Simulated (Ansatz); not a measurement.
Consider the redistribution: `NB(N)Br` + `O[Si]Br` → `NB(Br)Br` + `N[Si]O`.

Gas-phase electronic energies from Ansatz, PBE0-D4/def2-TZVP geometries. CBS: MP2 limit from def2 TZ/QZ plus the TZ coupled-cluster correction, frozen cores. This one scheme is used for every species. Functionals use def2-TZVPP. B3LYP here is the variant with VWN-RPA as its local correlation; programs differ in this. HSE06 is defined as in plane-wave codes. For Br outer-core shells are correlated without core-valence functions, which leaves a few kJ/mol of doubt a bond. Scalar relativity is left out up to krypton. Each species was taken in one conformer, which may not be the lowest.

`NB(N)Br`:

Cartesian coordinates in Å:
```
N -0.087 1.045 0.726
B 0.054 0.136 -0.332
N 0.002 -1.259 -0.207
Br 0.347 0.872 -2.120
H -0.041 2.037 0.584
H -0.241 0.767 1.679
H 0.109 -1.867 -0.997
H -0.144 -1.732 0.667
```

`O[Si]Br`:

Cartesian coordinates in Å:
```
O -1.037 -0.325 -0.246
Si 0.304 0.093 -1.085
Br 1.767 0.554 0.615
H -1.035 -0.322 0.716
```

`NB(Br)Br`:

```xyz
6

N     0.597   -0.233    0.530
B    -0.394    0.154   -0.349
Br   -1.746    1.401    0.211
Br   -0.426   -0.552   -2.137
H     1.321   -0.883    0.273
H     0.647    0.114    1.472
```

`N[Si]O`:

Cartesian coordinates in Å:
```
N 0.246 -0.764 -0.466
Si 0.085 0.910 -0.809
O -0.413 1.531 0.643
H 0.544 -1.402 -1.188
H 0.078 -1.244 0.407
H -0.540 0.970 1.413
```

```json
{"level": "LDA (SPW92)", "ΔE (kJ/mol)": "66.7", "difference from CCSD(T)/CBS": "8.2"}
{"level": "PBE-D4", "ΔE (kJ/mol)": "65.1", "difference from CCSD(T)/CBS": "6.6"}
{"level": "revPBE-D4", "ΔE (kJ/mol)": "63.3", "difference from CCSD(T)/CBS": "4.8"}
{"level": "BLYP-D4", "ΔE (kJ/mol)": "66.0", "difference from CCSD(T)/CBS": "7.5"}
{"level": "r2SCAN-D4", "ΔE (kJ/mol)": "64.2", "difference from CCSD(T)/CBS": "5.7"}
{"level": "B97M-V", "ΔE (kJ/mol)": "60.8", "difference from CCSD(T)/CBS": "2.3"}
{"level": "B3LYP-D4", "ΔE (kJ/mol)": "67.3", "difference from CCSD(T)/CBS": "8.8"}
{"level": "r2SCANh-D4", "ΔE (kJ/mol)": "65.0", "difference from CCSD(T)/CBS": "6.5"}
{"level": "r2SCAN0-D4", "ΔE (kJ/mol)": "66.2", "difference from CCSD(T)/CBS": "7.7"}
{"level": "BHLYP-D4", "ΔE (kJ/mol)": "68.8", "difference from CCSD(T)/CBS": "10.3"}
{"level": "ωB97M-V", "ΔE (kJ/mol)": "66.0", "difference from CCSD(T)/CBS": "7.5"}
{"level": "PBE-QIDH", "ΔE (kJ/mol)": "62.0", "difference from CCSD(T)/CBS": "3.5"}
{"level": "PBE", "ΔE (kJ/mol)": "66.0", "difference from CCSD(T)/CBS": "7.5"}
{"level": "revPBE", "ΔE (kJ/mol)": "65.6", "difference from CCSD(T)/CBS": "7.1"}
{"level": "BLYP", "ΔE (kJ/mol)": "68.1", "difference from CCSD(T)/CBS": "9.6"}
{"level": "r2SCAN", "ΔE (kJ/mol)": "64.3", "difference from CCSD(T)/CBS": "5.8"}
{"level": "PBE0", "ΔE (kJ/mol)": "67.1", "difference from CCSD(T)/CBS": "8.6"}
{"level": "B3LYP", "ΔE (kJ/mol)": "69.0", "difference from CCSD(T)/CBS": "10.5"}
{"level": "r2SCANh", "ΔE (kJ/mol)": "65.2", "difference from CCSD(T)/CBS": "6.7"}
{"level": "r2SCAN0", "ΔE (kJ/mol)": "66.4", "difference from CCSD(T)/CBS": "7.9"}
{"level": "HSE06", "ΔE (kJ/mol)": "67.3", "difference from CCSD(T)/CBS": "8.8"}
{"level": "BHLYP", "ΔE (kJ/mol)": "70.2", "difference from CCSD(T)/CBS": "11.7"}
{"level": "CAM-B3LYP", "ΔE (kJ/mol)": "66.9", "difference from CCSD(T)/CBS": "8.4"}
{"level": "LC-ωPBE", "ΔE (kJ/mol)": "62.4", "difference from CCSD(T)/CBS": "3.9"}
{"level": "RPA@PBE/def2-TZVPP", "ΔE (kJ/mol)": "52.3", "difference from CCSD(T)/CBS": "-6.2"}
{"level": "HF/def2-SVP", "ΔE (kJ/mol)": "75.6", "difference from CCSD(T)/CBS": "17.1"}
{"level": "MP2/def2-SVP", "ΔE (kJ/mol)": "60.7", "difference from CCSD(T)/CBS": "2.2"}
{"level": "CCSD/def2-SVP", "ΔE (kJ/mol)": "64.3", "difference from CCSD(T)/CBS": "5.8"}
{"level": "CCSD(T)/def2-SVP", "ΔE (kJ/mol)": "62.4", "difference from CCSD(T)/CBS": "3.9"}
{"level": "HF/def2-TZVPP", "ΔE (kJ/mol)": "72.0", "difference from CCSD(T)/CBS": "13.5"}
{"level": "MP2/def2-TZVPP", "ΔE (kJ/mol)": "53.6", "difference from CCSD(T)/CBS": "-4.9"}
{"level": "SCS-MP2/def2-TZVPP", "ΔE (kJ/mol)": "54.2", "difference from CCSD(T)/CBS": "-4.3"}
{"level": "CCSD/def2-TZVPP", "ΔE (kJ/mol)": "57.6", "difference from CCSD(T)/CBS": "-0.9"}
{"level": "CCSD(T)/def2-TZVPP", "ΔE (kJ/mol)": "55.9", "difference from CCSD(T)/CBS": "-2.6"}
{"level": "HF/def2-QZVPP", "ΔE (kJ/mol)": "71.6", "difference from CCSD(T)/CBS": "13.1"}
{"level": "MP2/def2-QZVPP", "ΔE (kJ/mol)": "55.0", "difference from CCSD(T)/CBS": "-3.5"}
{"level": "SCS-MP2/def2-QZVPP", "ΔE (kJ/mol)": "55.5", "difference from CCSD(T)/CBS": "-3.0"}
{"level": "HF/CBS(def2)", "ΔE (kJ/mol)": "71.6", "difference from CCSD(T)/CBS": "13.1"}
{"level": "MP2/CBS(def2)", "ΔE (kJ/mol)": "56.2", "difference from CCSD(T)/CBS": "-2.3"}
{"level": "CCSD/CBS(def2)", "ΔE (kJ/mol)": "60.2", "difference from CCSD(T)/CBS": "1.7"}
{"level": "CCSD(T)/CBS", "ΔE (kJ/mol)": "58.5", "difference from CCSD(T)/CBS": "0"}
```

Largest T1 diagnostic among the species: 0.014.

At CCSD(T), def2-SVP lies +3.9 kJ/mol from the extrapolated value and def2-TZVPP −2.6 kJ/mol. In def2-TZVPP, CCSD(T) changes the Hartree–Fock value by −16.2 kJ/mol (the triples alone add −1.8 kJ/mol) and MP2 by −18.4 kJ/mol. Leaving LDA and LC-ωPBE aside and taking each functional with its dispersion term where it has one, the values spread over 8.0 kJ/mol, from B97M-V to BHLYP-D4.
